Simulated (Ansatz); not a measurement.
A nudged elastic band was laid between two geometries of C2H4O2Si (9 atoms, charge 0, multiplicity 1).

Theory: RKS PBE-D4/def2-SVP in Ansatz 0.2.0.

```
movable images  : 7
climbing image  : yes
spring          : 5.0 eV/Å²
optimiser       : quadratic models (default)
start path      : through a guess of the saddle point
force threshold : 0.03 eV/Å
iteration limit : 60
end points      : relaxed
```

Initial state:

```xyz
9
Properties=species:S:1:pos:R:3
C 0.535 1.378 -1.146
C 0.159 0.388 -0.327
O -0.591 0.491 0.844
Si -0.450 -1.216 0.999
O 0.432 -0.973 -0.457
H 0.245 2.410 -0.916
H 1.128 1.147 -2.038
H -1.727 -1.982 0.856
H 0.357 -1.690 2.167
```

Final state:

```xyz
9
Properties=species:S:1:pos:R:3
C 0.535 1.378 -1.146
C 0.158 0.388 -0.327
O -0.592 0.491 0.843
Si -0.450 -1.216 0.999
O 0.431 -0.974 -0.458
H 1.129 1.147 -2.038
H 0.246 2.410 -0.915
H -1.727 -1.983 0.857
H 0.358 -1.688 2.167
```

**Question.** What changes between the two ends?

**Answer.** No bond is made or broken. The dihedral H6–C1–C2–O5 goes from 180 to 0°. The two ends are copies of one structure, up to a mirror image or an exchange of like atoms.

**Question.** What energy profile does the band end with?

**Answer.** The run converged. The highest image is number 4 of 0 to 8, 50.8 kcal/mol above the ends, which have the same energy within 2 meV. A vibrational analysis at the climbing image gives one clearly imaginary mode, 1197i cm⁻¹: a first-order saddle point.

```
image  path coordinate (Å)  energy (kcal/mol)  dihedral H6–C1–C2–O5 (°)
    0                 0.00                0.0                       180
    1                 0.48                3.8                       162
    2                 0.96               16.7                       133
    3                 1.43               37.0                       100
    4                 1.91               50.8                        68
    5                 2.39               37.0                        48
    6                 2.87               16.7                        32
    7                 3.34                3.8                        15
    8                 3.82                0.0                         0
```

**Question.** What is the geometry of the highest image?

**Answer.** 
```xyz
9
Properties=species:S:1:pos:R:3
C 0.519 1.537 -1.023
C 0.145 0.451 -0.255
O -0.250 0.478 1.037
Si -0.465 -1.290 1.014
O 0.087 -0.879 -0.611
H -0.170 1.790 -1.849
H 1.586 1.568 -1.307
H -1.890 -1.697 1.118
H 0.528 -2.003 1.860
```

**Question.** What are the harmonic wavenumbers there?

**Answer.** 1197i, 185, 321, 418, 450, 485, 506, 520, 555, 662, 745, 906, 948, 959, 1083, 1253, 1455, 2245, 2279, 3063, 3136 cm⁻¹.

Time of the run: 2.6 min on 2 threads of Arm Neoverse V1 (shared host), peak memory 0.13 GiB.
